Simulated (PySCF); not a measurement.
Molecule: SMILES N[Si@H]1CCC[SiH2]1, C3H11NSi2.

Molfile (atoms numbered from 1):
```
C3H11NSi2
     RDKit          3D

 17 17  0  0  0  0  0  0  0  0999 V2000
    2.0396   -0.2726    0.9341 N   0  0  0  0  0  0  0  0  0  0  0  0
    1.1435   -0.0005   -0.5341 Si  0  0  1  0  0  4  0  0  0  0  0  0
   -0.2005   -1.3305   -0.7109 C   0  0  0  0  0  0  0  0  0  0  0  0
   -1.3811   -0.9314    0.1862 C   0  0  0  0  0  0  0  0  0  0  0  0
   -1.8904    0.4806   -0.1424 C   0  0  0  0  0  0  0  0  0  0  0  0
   -0.4183    1.6990   -0.1289 Si  0  0  0  0  0  4  0  0  0  0  0  0
    2.6846   -1.0542    0.9941 H   0  0  0  0  0  0  0  0  0  0  0  0
    2.4155    0.5292    1.4278 H   0  0  0  0  0  0  0  0  0  0  0  0
    1.9756    0.0890   -1.7826 H   0  0  0  0  0  0  0  0  0  0  0  0
    0.1819   -2.3323   -0.4525 H   0  0  0  0  0  0  0  0  0  0  0  0
   -0.5207   -1.3763   -1.7676 H   0  0  0  0  0  0  0  0  0  0  0  0
   -2.2028   -1.6634    0.1000 H   0  0  0  0  0  0  0  0  0  0  0  0
   -1.0509   -0.9650    1.2400 H   0  0  0  0  0  0  0  0  0  0  0  0
   -2.6981    0.7919    0.5387 H   0  0  0  0  0  0  0  0  0  0  0  0
   -2.3158    0.4936   -1.1620 H   0  0  0  0  0  0  0  0  0  0  0  0
   -0.5639    2.7827   -1.1504 H   0  0  0  0  0  0  0  0  0  0  0  0
   -0.2339    2.3439    1.2120 H   0  0  0  0  0  0  0  0  0  0  0  0
  1  2  1  0
  2  3  1  0
  3  4  1  0
  4  5  1  0
  5  6  1  0
  6  2  1  0
  1  7  1  0
  1  8  1  0
  2  9  1  6
  3 10  1  0
  3 11  1  0
  4 12  1  0
  4 13  1  0
  5 14  1  0
  5 15  1  0
  6 16  1  0
  6 17  1  0
M  END
```

Geometry PBE0-D3(BJ)/def2-SVP throughout; GIAO in PySCF, gas phase, one conformer, non-relativistic; equivalent atoms averaged; basis pcSseg-1.

**Question.** How do the absolute shieldings σ depend on the functional? (a selection of nuclei; ppm; last column core-seconds on shared hosts with different chips, so compare them loosely)

**Answer.** 
```
functional                    kind     N1    Si2    Si6     C4     C5    H14  H7/H8    H15    H11  core-s
        HF            Hartree–Fock  264.3  413.4  451.6  170.2  183.2  30.59  31.49  31.60  31.82     7.8
       LDA                     LDA  254.7  331.8  389.8  153.7  167.6  29.24  30.89  30.37  30.62      19
       PBE                     GGA  251.9  350.8  402.7  152.2  166.8  29.67  31.32  30.77  31.00      30
      BLYP                     GGA  247.8  340.6  389.8  146.6  161.3  29.87  31.47  30.96  31.20      24
      BP86                     GGA  251.2  349.9  400.7  152.0  166.5  29.76  31.37  30.84  31.08      22
      OPBE                     GGA  254.7  377.0  424.4  158.3  172.6  29.75  31.36  30.75  30.98      24
       KT2                     GGA  253.6  376.2  429.2  155.3  170.2  29.60  31.27  30.79  31.02      25
       KT3                     GGA  251.9  382.4  429.6  154.3  169.1  29.81  31.43  30.92  31.14      24
     B97-D                     GGA  250.7  363.7  409.6  151.3  165.9  29.94  31.51  31.00  31.23      24
     B3LYP           global hybrid  252.4  355.1  402.1  152.5  166.8  30.00  31.43  31.05  31.29      17
      PBE0           global hybrid  257.0  368.6  417.3  158.9  173.0  29.88  31.31  30.93  31.16      40
  mPW1PW91           global hybrid  256.0  367.2  414.6  158.0  172.1  29.95  31.36  30.98  31.21      18
      WP04           global hybrid  242.5  355.5  391.1  144.4  159.0  30.37  31.52  31.23  31.45      16
     B97-2           global hybrid  255.5  374.3  420.1  157.8  172.0  30.00  31.43  31.03  31.26      16
 BHandHLYP           global hybrid  257.7  376.3  420.0  159.8  173.5  30.18  31.39  31.21  31.45      16
 CAM-B3LYP  range-separated hybrid  257.0  361.1  408.1  157.7  171.7  30.04  31.36  31.06  31.28      22
   wB97X-D  range-separated hybrid  257.1  370.0  417.2  159.8  174.2  30.10  31.39  31.10  31.33      21
   LC-wPBE  range-separated hybrid  262.6  375.9  422.5  166.3  180.0  30.15  31.38  31.07  31.28      30
```

**Question.** Which nucleus among those listed moves most, in ppm?

**Answer.** Si2 (silicon bonded to C, N, Si, H, in a 5-membered ring): from 331.8 ppm with LDA to 413.4 ppm with HF. The smallest spread is 0.63 ppm, at H7/H8. Proton shifts span only some 12 ppm, so a few tenths of a ppm matter as much there as several ppm in carbon.
